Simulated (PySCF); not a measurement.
**A search over the determinants of KSn**

Unrestricted PBE0; PySCF, spin-free X2C with a Gaussian nucleus, basis sets K x2c-SVPall, Sn x2c-SVPall. Outer shells of the fragments: K 4s1; Sn 4d10 5s2 5p2.

Followed along the bond (rough minima from three points):

```tsv
2Ms+1	unpaired	⟨S²⟩ at the start	R at minimum (Å)	Te (eV)
4	σ ↑, π ↑↑	3.75	3.28	0.00
2	σ ↓, π ↑↑	1.76	3.35	0.49
2	σ ↑, π ↑↓	1.76	3.30	0.50
2	π ↑	0.78	3.53	0.56
2	σ ↑	0.75	3.30	1.24
```

Solutions found at the starting distance of 3.295 Å, counted from the lowest of them; the search is not exhaustive and high or unbound solutions are not listed, so other states can lie among these:

```csv
2Ms+1,unpaired,term,E (eV),⟨S²⟩,⟨Lz²⟩,μ (D)
4,"σ ↑, π ↑↑",⁴Σ⁻,0.00,3.75,0.00,-9.42
2,"σ ↓, π ↑↑",mixed,0.49,1.76,0.00,-8.50
2,"σ ↑, π ↑↓",mixed,0.50,1.76,2.01,-8.98
2,π ↑,²Π,0.60,0.78,1.00,-6.56
2,σ ↑,mixed,1.24,0.75,2.00,-8.64
4,"σ ↑↑, π ↑",⁴Π,1.67,3.75,1.00,3.89
2,π ↑,²Π,1.72,0.76,1.02,-9.68
4,"σ ↑, π ↑↑",mixed,3.02,3.75,2.00,1.42
4,π ↑↑↑,⁴Π,3.31,3.75,1.00,1.30
```

A term symbol is given only where ⟨S²⟩ and ⟨Lz²⟩ are close to those of a pure state; real π, δ and φ orbitals otherwise mix terms. A positive dipole means K(−)Sn(+).

Spin–orbit coupling is left out. Counting both spins, an empty level lies below a filled one in some of these solutions, because spin and occupation are held.
